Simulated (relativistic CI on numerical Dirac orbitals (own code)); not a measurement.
# Hyperfine structure of Tm XXI, mass number 169

Calculated at this level of theory: Dirac-Coulomb-Breit CI, orbitals from a KLI potential per configuration, a model potential for QED, unscaled Slater integrals (own radial code, finite nucleus).

Configurations in the expansion (outside the closed core [Ar] 3d10 4s2): 4p6 4d10 4f3, 4p6 4d10 4f2 5s, 4p6 4d10 4f 5s2, 4p6 4d10 4f2 5p, 4p6 4d10 4f 5s 5p, 4p6 4d9 4f4, 4p6 4d10 4f 5p2, 4p6 4d10 4f 5s 5d, 4p6 4d10 4f2 5d, 4p6 4d10 4f 5p 5d, 4p6 4d9 4f2 5s2, 4p5 4d10 4f4, 4p6 4d10 4f2 5f, 4p6 4d10 4f 5d2, 4p6 4d10 4f2 6s, 4p6 4d10 4f2 6p. Levels of other configurations are missing.

Nuclear spin I = 1/2, μ = -0.231 μN (tables of Stone and Pyykkö). The electronic factors are computed for point nuclear moments, without core polarisation or the Bohr-Weisskopf and QED corrections.

| Level | E (cm⁻¹) | A (MHz) |
| --- | --- | --- |
| 4p6 4d10 4f3 4I°_9/2 | 0.0 | -1226 |
| 4p6 4d10 4f3 4I°_11/2 | 10481.8 | -955.3 |
| 4p6 4d10 4f3 4I°_13/2 | 20395.6 | -808.2 |
| 4p6 4d10 4f3 4I°_15/2 | 29709.5 | -729.7 |
| 4p6 4d10 4f3 4F°_3/2 | 30433.6 | -1345 |
| 4p6 4d10 4f3 4F°_5/2 | 37101.1 | -834.7 |
| 4p6 4d10 4f3 4F°_7/2 | 40735.4 | -797.9 |
| 4p6 4d10 4f3 4G°_5/2 | 46728.7 | -1287 |

Levels with J = 0, under 50 % of one LS term, or S terms without an open s electron are left out. Small factors come from cancelling terms and can be off by tens of per cent or more.

At this charge transitions that keep the count of f electrons are usually good to a few per cent. Terms inside the open d or f shell come out 10 to 20 % too wide with unscaled integrals. Levels that differ in their count of f electrons can be misplaced by several ten thousand cm⁻¹, since the correlation energy of f electrons is missing or only estimated; rates across such gaps can be off by orders of magnitude.

Q: Give the hyperfine levels of 4p6 4d10 4f3 4I°_9/2 relative to its centre of gravity.

A: With K = F(F + 1) − I(I + 1) − J(J + 1), E = AK/2: F = 4: 3372, F = 5: -2759 MHz.

LS names give the leading component of a level, which can be under half, so a name can repeat, a term be missing and a line seem to break the LS rules.
